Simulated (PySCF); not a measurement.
A GIAO shielding run with PySCF 2.14 (density fitting, non-relativistic, gas phase) on `CSB(SB)Cl`, CH5B2ClS2:

```
$ OMP_NUM_THREADS=1 python probes_run.py task.json out

{"job": {"kind": "nmr", "xc": "mPW1PW91", "basis": "pcSseg-1", "pop": false}, "charge": 0, "multiplicity": 1}
B     -2.645199    -0.138236     0.859673
S     -0.900322     0.250290     0.836994
B     -0.157334    -0.691037    -0.552908
Cl    -1.075449    -1.732386    -1.625423
S      1.591864    -0.575049    -0.879684
C      2.229317     0.564603     0.380877
H     -3.137945    -0.890417     0.063654
H     -3.275014     0.408421     1.728329
H      1.774778     1.558791     0.279930
H      2.048732     0.176132     1.391722
H      3.310727     0.640862     0.209263
```

Hardware: 1 thread of an Arm Neoverse V1, shared host.

Task: How large is the calculation?

Result: 70 electrons, 148 basis functions and 832 auxiliary functions.

Task: How long does it take, and how much memory does it need?

Result: 11 s of wall time, with 12 SCF cycles and 5 response iterations; peak memory 0.86 GiB. Times on a shared host scatter by some tens of per cent.

Task: And these other runs on the same molecule and hardware: GIAO shielding at B3LYP/pcSseg-1; GIAO shielding at B97-D/pcSseg-1; GIAO shielding at BLYP/pcSseg-1; GIAO shielding at BP86/pcSseg-1; GIAO shielding at HF/pcSseg-1; GIAO shielding at KT2/pcSseg-1?

Result: B3LYP/pcSseg-1: 148 functions, 11 s; B97-D/pcSseg-1: 148 functions, 17 s; BLYP/pcSseg-1: 148 functions, 17 s; BP86/pcSseg-1: 148 functions, 17 s; HF/pcSseg-1: 148 functions, 6.3 s; KT2/pcSseg-1: 148 functions, 17 s.
